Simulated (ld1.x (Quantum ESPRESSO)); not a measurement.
sulfur (S), TM: configuration errors across variants

```
Element                 : S (Z = 16)
Generator               : ld1.x (Quantum ESPRESSO) 7.5
Type                    : norm-conserving Troullier–Martins (Kleinman–Bylander form)
Functional              : PW91
Relativity              : scalar-relativistic
Frozen core             : [Ne]
Valence charge          : 6
Reference configuration : 3s2 3p4
Partial waves           : 3s (bound): rc 1.45 bohr; 3p (bound): rc 1.80 bohr; 3d channel at -0.1 Ry: rc 1.65 bohr
Local potential         : all-electron potential smoothed inside 1.40 bohr (lloc = -1)
Core correction         : none
```

All-electron excitation energies from the reference (eV): (1) 3s2 3p3 11.820; (2) 3s2 3p2 34.166; (3) 3s2 3p1 68.287; (4) 3s1 3p4 22.699; (5) 3s2 3p4.3 -1.722; (6) 3s2 3p3.5 4.684; (7) 3s1 3p5 10.312.

A true bound ghost makes a file unfit for plane-wave use even where its test errors are small: the radial tests pick states by their node count and pass the ghost by. Where a test does run into it, the solver fails or the error is huge.

Errors AE − PS in meV (a dash: test not solved or not reliable):

| change | (1) | (2) | (3) | (4) | (5) | (6) | (7) | bound ghosts |
| --- | --- | --- | --- | --- | --- | --- | --- | --- |
| base | +3.5 | +27 | +99 | +7.7 | +0.3 | +0.4 | +1.0 | none |
| local potential all-electron potential smoothed inside 0.74 bohr (lloc = -1) | +1.5 | +11 | +35 | +6.3 | +0.3 | +0.1 | +0.7 | s |
| local potential all-electron potential smoothed inside 1.16 bohr (lloc = -1) | +3.8 | +29 | +106 | +8.1 | +0.3 | +0.5 | +1.0 | none |
| local potential all-electron potential smoothed inside 1.26 bohr (lloc = -1) | +3.7 | +29 | +104 | +8.0 | +0.3 | +0.5 | +1.0 | none |
| local potential all-electron potential smoothed inside 1.46 bohr (lloc = -1) | +3.4 | +26 | +96 | +7.5 | +0.3 | +0.4 | +1.0 | none |
| local potential all-electron potential smoothed inside 1.70 bohr (lloc = -1) | +2.9 | +24 | +88 | +6.8 | +0.3 | +0.3 | +0.9 | none |
| local potential all-electron potential smoothed inside 1.88 bohr (lloc = -1) | +2.3 | +20 | +78 | +5.6 | +0.3 | +0.2 | +0.8 | none |
| local potential all-electron potential smoothed inside 2.10 bohr (lloc = -1) | -0.4 | +6.9 | +47 | +0.5 | +0.1 | -0.4 | +0.4 | none |

Problem. Give the same row for: local potential all-electron potential smoothed inside 0.94 bohr (lloc = -1).

Solution. -9.9, –, –, –, +0.1, -1.3, -2.5; bound ghosts: s. Not counted: 3s2 3p1 (solver errors, printed error -27.9 eV); 3s2 3p2 (solver errors, printed error -24.8 eV); 1 more.
